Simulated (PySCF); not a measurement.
ZrH3, SMILES [ZrH3] (connectivity only; charge and spin as stated), neutral, multiplicity 2.

Coordinates come from a B3LYP-D3(BJ)/def2-TZVPD optimisation. A frequency run showed that this geometry is not a minimum. The spin state was assumed, not searched. The def2 effective core potentials stand for the cores of Zr; spin–orbit coupling is left out.

Two levels are set side by side: PBE/def2-TZVPD (PySCF) and M06-2X/def2-TZVPD (PySCF). Same geometry, gas phase. Differences are taken from unrounded values.

| quantity | M06-2X |
|---|---|
| α-spin orbital gap (eV) | 5.25 |
| β-spin orbital gap (eV) | 5.91 |
| mean polarisability (bohr³) | 62.3 |

Task: What does PBE give, and how far is it from M06-2X? (Estimate from the structure and the level; the computed values follow.)

Result: 
```tsv
quantity	PBE	PBE minus M06-2X
α-spin orbital gap (eV)	0.99	-4.26
β-spin orbital gap (eV)	3.63	-2.28
mean polarisability (bohr³)	66.6	4.2
```

Loosely held outer electrons make PBE densities more polarisable. Differences between two approximate levels are no errors against the true value.

Rough cost on one machine, each run with all the roots and properties that it gave: M06-2X against PBE about 3 times.
